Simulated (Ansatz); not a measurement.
Frontier orbitals of C3H6FNSi, SMILES `C[C@@H]1C=N[Si@H]1F`.

Cartesian coordinates in Å:
```
C -0.5984 0.8267 -1.1918
C 0.1810 -0.2286 -0.4305
C -0.6101 -1.1669 0.4721
N -0.1338 -1.2649 1.6616
Si 0.9917 0.0296 1.2473
F 2.5422 -0.2929 1.4145
H -1.1923 1.4523 -0.5206
H -1.2845 0.3745 -1.9139
H 0.0747 1.4837 -1.7460
H 0.8100 -0.8197 -1.1048
H -1.5175 -1.6959 0.1508
H 0.7371 1.3021 1.9613
```

The species carries charge 0 and has multiplicity 1. The structure was optimised at the PBE0-D4/def2-TZVP level. Basis def2-TZVPP, Ansatz 0.2.0.

| functional | HOMO (eV) | LUMO (eV) |
| --- | --- | --- |
| B97M-V | -6.46 | -1.69 |

Question: Give HOMO and LUMO (eV) with LDA (SPW92), PBE, revPBE, BLYP, r2SCAN, PBE0, B3LYP, r2SCANh, r2SCAN0, HSE06 (plane-wave form), BHLYP, CAM-B3LYP, LC-ωPBE, ωB97X-V, ωB97M-V, HF. (Best estimate.)

Answer: Computed: 
| functional | HOMO | LUMO |
| --- | --- | --- |
| LDA (SPW92) | -6.13 | -2.25 |
| PBE | -6.01 | -2.00 |
| revPBE | -5.95 | -1.89 |
| BLYP | -5.90 | -1.85 |
| r2SCAN | -6.29 | -1.76 |
| PBE0 | -7.48 | -0.88 |
| B3LYP | -7.25 | -1.13 |
| r2SCANh | -6.84 | -1.35 |
| r2SCAN0 | -7.67 | -0.75 |
| HSE06 (plane-wave form) | -7.08 | -1.27 |
| BHLYP | -8.89 | 0.31 |
| CAM-B3LYP | -8.92 | 0.31 |
| LC-ωPBE | -10.25 | 1.54 |
| ωB97X-V | -9.92 | 1.44 |
| ωB97M-V | -9.83 | 1.30 |
| HF | -11.07 | 2.98 |

B3LYP here is the variant with VWN-RPA as its local correlation; programs differ in this. LC-ωPBE has ω = 0.4 bohr⁻¹. Positive LUMOs are unbound and depend on the basis.
